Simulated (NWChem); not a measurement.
# silicon dioxide molecule (SiO2); SMILES [Si](=O)=O

```xyz
3

O      0.0000     0.0000    -1.5060
Si     0.0000     0.0000     0.0000
O      0.0000     0.0000     1.5060
```
Atoms are numbered in this order, from 1.

Computed with NWChem. Pople sets run with spherical d functions. Structure relaxed at the PBE0-D3(BJ)/def2-TZVP level. Core excitations by TDA in a window of 1s orbitals, non-relativistic and unshifted: absolute energies depend strongly on the exact-exchange share.

Task: What does the run give for Si K edge, PBE0/6-311G**? Quantities: first 1s excitation (eV); dipole oscillator strength of the first; first state with f > 0.002 (eV); dipole oscillator strength of that state.

Result: The first 1s excitation (eV) comes out as 1798.5 and the dipole oscillator strength of the first comes out as 0.0000. The first state with f > 0.002 (eV) is 1801.2 and the dipole oscillator strength of that state comes out as 0.0061.
